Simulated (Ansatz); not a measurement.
System: GeH4Se, charge 0, singlet. GeH4Se (SMILES [GeH3][SeH]).
B3LYP-D3(BJ)/def2-TZVP minimum from Ansatz (a quantum-chemistry and plane-wave program):
```xyz
6

Ge    -1.0922     0.3964     0.1361
Se     1.1141    -0.4448    -0.1535
H     -1.3200     1.6243    -0.7596
H     -2.0104    -0.7578    -0.2879
H     -1.3360     0.7675     1.6074
H      1.7401     0.8063     0.3036
```
Charge 0, spin multiplicity 1.

Total energies in cc-pVTZ, 14 correlated electrons, 28 frozen orbitals. Radicals and triplets start from unrestricted determinants; spin-orbit coupling is neglected. Correlated methods leave the cores frozen (noble-gas shells, and filled d and f shells in the p block). No relativity.

```
method    program  energy (Eh)  minus CCSDT(Q) (mEh)
--------  -------  -----------  --------------------
HF         Ansatz  -4477.64158                335.60
MP2        Ansatz  -4477.92448                 52.70
CCSD       Ansatz  -4477.96400                 13.18
CCSD(T)    Ansatz  -4477.97556                  1.62
CCSDT(Q)   Ansatz  -4477.97718                  0.00
```

Rough core times of Ansatz's runs on a shared machine: CCSD(T) under 20 s, CCSDT(Q) 20 min.
